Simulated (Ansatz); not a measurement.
Consider the hydrogenolysis of the Si–O bond: `CO[Si](S)(Cl)OC` + H₂ → `CO[SiH](S)Cl` + CH₃OH.

Gas-phase electronic energies from Ansatz, PBE0-D4/def2-TZVP geometries. CBS: MP2 limit from def2 TZ/QZ plus the TZ coupled-cluster correction, frozen cores. This one scheme is used for every species. DFT in def2-TZVPP. B3LYP here is the variant with VWN-RPA as its local correlation; programs differ in this. Each species was taken in one conformer, which may not be the lowest.

```csv
level,ΔE (kcal/mol)
r2SCAN-D4,25.1
B3LYP-D4,24.7
ωB97M-V,24.5
HF/def2-TZVPP,20.7
```

**Question.** What does CCSD(T)/CBS give? (An estimate is asked.)

**Answer.** Ansatz gave: +24.3 kcal/mol. The listed levels differ from it by 0.8, 0.4, 0.2, -3.6 kcal/mol.

Largest T1 diagnostic among the species: 0.011.

In def2-TZVPP, CCSD(T) changes the Hartree–Fock value by +3.2 kcal/mol (the triples alone add +0.9 kcal/mol) and MP2 by +4.9 kcal/mol. The D4 term adds +3.9 kcal/mol with B3LYP and +2.2 kcal/mol with PBE0; it sums over pairs of atoms, weighted by their polarisabilities, and B3LYP, whose exchange is more repulsive, gets the larger term.
